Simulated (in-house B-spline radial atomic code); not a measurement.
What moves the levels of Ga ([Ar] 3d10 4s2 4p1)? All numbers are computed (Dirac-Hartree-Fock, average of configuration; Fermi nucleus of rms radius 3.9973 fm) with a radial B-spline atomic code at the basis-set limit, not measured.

Baseline run (computed): total energy -1942.5638 hartree, 1s1/2 at -383.9144 hartree, 4p3/2 at -5.6037 eV with <r> = 3.438 bohr.

Scaling the speed of light c (a factor of 100 is close to the non-relativistic limit):

| c/c0 | ΔE (hartree) | 4p3/2 level (eV) | 4p3/2 <r> (bohr) |
| --- | --- | --- | --- |
| 0.95 | -2.1454 | -5.59596 | 3.44 |
| 0.98 | -0.8174 | -5.60075 | 3.439 |
| 1.02 | 0.76821 | -5.60648 | 3.438 |
| 3 | 17.212 | -5.66598 | 3.426 |
| 100 | 19.308 | -5.67323 | 3.424 |

Changing the nucleus:

```json
{"nucleus": "Gaussian nucleus of rms radius 3.9973 fm", "ΔE (eV)": "-0.000343"}
{"nucleus": "uniform spherical nucleus of rms radius 3.9973 fm", "ΔE (eV)": "0.000206"}
{"nucleus": "Gaussian nucleus of rms radius 0.01 fm", "ΔE (eV)": "-0.289"}
{"nucleus": "Fermi nucleus of rms radius 3.9174 fm", "ΔE (eV)": "-0.0111"}
{"nucleus": "Fermi nucleus of rms radius 4.0772 fm", "ΔE (eV)": "0.0113"}
```

A larger nucleus binds the electrons less, roughly as the density at the nucleus times the change of the nuclear <r²>. At equal rms radius the shape enters only through higher moments. A radius of 0.01 fm is nearly a point.

Problem. The nuclear charge is raised by 0.1. What does the Hellmann-Feynman theorem predict for the energy, and what is found?

Solution. dE/dZ ≈ -Σ<1/r>, which is -151.332 at the start and -151.998 at the end; their mean times 0.1 is -15.166 hartree, and the two runs differ by -15.166 hartree.
